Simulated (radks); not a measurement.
Excited configurations of Ta71+: one electron is placed in a higher orbital outside 1s1. The ground configuration is [He]. All-electron calculation, scalar-relativistic Kohn-Sham, BLYP, spin-polarised, spherical densities, finite nucleus; open shells are filled with parallel spins first (spin-orbit coupling, left out, can overturn this in heavy ions); Fermi nuclear charge, rms radius 5.3507 fm. Program: a radial shooting solver on a logarithmic mesh with Libxc functionals. Excitation = E - E(ground); binding = E(ion) - E, where the ion is the core of charge +72; n* = 72/sqrt(2 binding) in atomic units. These energies are relativistic, and a one-electron ion of charge +72 with no core already has n* below n in this formula (scalar-relativistic equation, point nucleus: 2p 1.960, 4s 3.878, 4f 3.986, 5p 4.928, 7s 6.866, 7f 6.975). The quantum defect is therefore taken as that value minus n*, so that it holds no relativistic shift of the bare ion.

[
 {"outer orbital": "2p", "excitation (eV)": "58709", "binding (eV)": "18413.3", "n*": "1.957", "quantum defect": "0.003"},
 {"outer orbital": "4s", "excitation (eV)": "72396", "binding (eV)": "4726.1", "n*": "3.863", "quantum defect": "0.014"},
 {"outer orbital": "4f", "excitation (eV)": "72682", "binding (eV)": "4439.7", "n*": "3.986", "quantum defect": "0.001"},
 {"outer orbital": "5p", "excitation (eV)": "74203", "binding (eV)": "2919.1", "n*": "4.915", "quantum defect": "0.013"},
 {"outer orbital": "7s", "excitation (eV)": "75614", "binding (eV)": "1507.7", "n*": "6.840", "quantum defect": "0.026"},
 {"outer orbital": "7f", "excitation (eV)": "75666", "binding (eV)": "1455.6", "n*": "6.961", "quantum defect": "0.014"}
]

The Delta-SCF ionisation energy is 77122 eV (NIST Atomic Spectra Database: 76852.0 eV, theoretical). Self-interaction in the functional shifts the binding energies and quantum defects, so they are the method's values and not measured ones.
